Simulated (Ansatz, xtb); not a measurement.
**Ranking isomers of C3H5FGe**

3 gas-phase structures of C3H5FGe, from a drawn sample of its isomers (lower ones may exist). Each was relaxed with GFN2-xTB:

A. `FCC#[C][GeH3]`, a singlet
B. `FC#C[CH2][GeH3]`, a singlet
C. `C#C[C@@H](F)[GeH3]`, a singlet

Question: Estimate their order in r2SCAN-D4/def2-SVP//GFN2-xTB energy at these geometries, lowest first.

Answer: Calculated order at r2SCAN-D4/def2-SVP//GFN2-xTB: A (0.0), C (10.0), B (14.5) kcal/mol.

Energies above the lowest of each column, in kcal/mol; the last columns are at r2SCAN-D4/def2-SVP geometries:

```tsv
structure	GFN2-xTB	HF/STO-3G	r2SCAN-D4/def2-SVP//GFN2-xTB	r2SCAN-D4/def2-SVP	CCSD(T)/def2-SVP + ΔMP2/def2-TZVPP
A	0.0	0.0	0.0	0.0	0.0
C	6.1	18.4	10.0	9.6	11.2
B	6.2	11.6	14.5	14.3	19.7
```

Every level run on A puts it lowest or level with the lowest. A keeps a small imaginary mode. The ΔMP2 step shifts differences by up to 3.1 kcal/mol, which makes them less sure. ΔMP2 is the change of the MP2 energy from the smaller to the larger basis.

Programs: Ansatz 0.2.0, xtb 6.7.1.
